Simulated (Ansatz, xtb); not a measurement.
**C4H4BrF: which of two isomers lies lower**

Structure a: `C=C/C(F)=C/Br`, a singlet. Structure b: `FC1=C(Br)CC1`, a singlet. Both are isolated molecules in the gas phase, relaxed with B3LYP-D3(BJ)/def2-SVP; the shapes shown needn't be the lowest conformers.

a (Å):

```yaml
atoms:
  - { symbol: C, position_ang: [-1.8642, 0.2016, 1.4061] }
  - { symbol: C, position_ang: [-0.8954, 0.8632, 0.7556] }
  - { symbol: C, position_ang: [0.4745, 0.3855, 0.6453] }
  - { symbol: C, position_ang: [1.4545, 1.0380, -0.0037] }
  - { symbol: Br, position_ang: [3.2145, 0.3965, -0.1296] }
  - { symbol: F, position_ang: [0.7250, -0.7838, 1.2452] }
  - { symbol: H, position_ang: [-2.8790, 0.6007, 1.4616] }
  - { symbol: H, position_ang: [-1.6638, -0.7533, 1.8970] }
  - { symbol: H, position_ang: [-1.1006, 1.8192, 0.2655] }
  - { symbol: H, position_ang: [1.2635, 1.9904, -0.4961] }
```

b (Å):

```xyz
10

C     0.3374   -0.0698    1.4679
C    -0.6535   -0.3703    0.6170
C    -0.6465    1.0074   -0.0170
C     0.5170    1.3452    0.9891
Br   -1.6884   -1.8937    0.2912
F     0.9728   -0.7361    2.4132
H    -0.3540    1.0348   -1.0780
H    -1.5638    1.5978    0.1319
H     1.4857    1.5683    0.5135
H     0.2762    2.1310    1.7231
```

Quicker runs give these differences E(b) − E(a): GFN2-xTB −27.5 kJ/mol; HF/STO-3G −83.2 kJ/mol (at GFN2-xTB geometries); r2SCAN-D4/def2-SVP +24.5 kJ/mol (at GFN2-xTB geometries).

Q: Estimate which is lower in electronic energy at CCSD(T)/def2-SVP + ΔMP2/def2-TZVPP, and by roughly how much.

A: The CCSD(T)/def2-SVP + ΔMP2/def2-TZVPP calculation puts structure a lower, by 29.3 kJ/mol.

The same difference at several levels:

```
                             level               geometry  E(b) − E(a) (kJ/mol)  departure from the last row (kJ/mol)  job, with rough time for the two
                          GFN2-xTB               GFN2-xTB                   −27.5                                 −56.8              optimisation, 0.16 s
                         HF/STO-3G               GFN2-xTB                   −83.2                                −112.5              single point, 0.72 s
                r2SCAN-D4/def2-SVP               GFN2-xTB                   +24.5                                  −4.8               single point, 3.9 s
             B3LYP-D3(BJ)/def2-SVP  B3LYP-D3(BJ)/def2-SVP                   +34.1                                  +4.8                optimisation, 35 s
                       HF/def2-SVP  B3LYP-D3(BJ)/def2-SVP                   +41.8                                 +12.5           part of the CCSD(T) run
                      MP2/def2-SVP  B3LYP-D3(BJ)/def2-SVP                   +15.1                                 −14.2           part of the CCSD(T) run
                  CCSD(T)/def2-SVP  B3LYP-D3(BJ)/def2-SVP                   +28.5                                  −0.8                      single point
CCSD(T)/def2-SVP + ΔMP2/def2-TZVPP  B3LYP-D3(BJ)/def2-SVP                   +29.3                                                      single point, 66 s
```

As drawn, b has 2 C–C in place of 1 C=C. Structure a has no ring, b a 4-membered ring.

GFN2-xTB, HF/STO-3G put the two in the other order. The largest departure from CCSD(T)/def2-SVP + ΔMP2/def2-TZVPP is that of HF/STO-3G, 112.5 kJ/mol. The last row adds to CCSD(T) the change of the MP2 difference between the two basis sets, here +0.8 kJ/mol.

With thermal terms from frequencies at re-optimised GFN2-xTB minima (ideal gas, soft modes damped towards free rotors, one conformer each, 298.15 K, 1 atm): the zero-point term adds +6.7 kJ/mol; ΔH is +33.8 and ΔG +38.7 kJ/mol.

The correlated steps freeze 14 core orbitals; the filled d shell of Br is correlated, in a basis made for valence electrons. Run with Ansatz 0.2.0, xtb 6.7.1; the last row on 2 threads of Intel(R) Xeon(R) Processor @ 2.70GHz on a shared host.
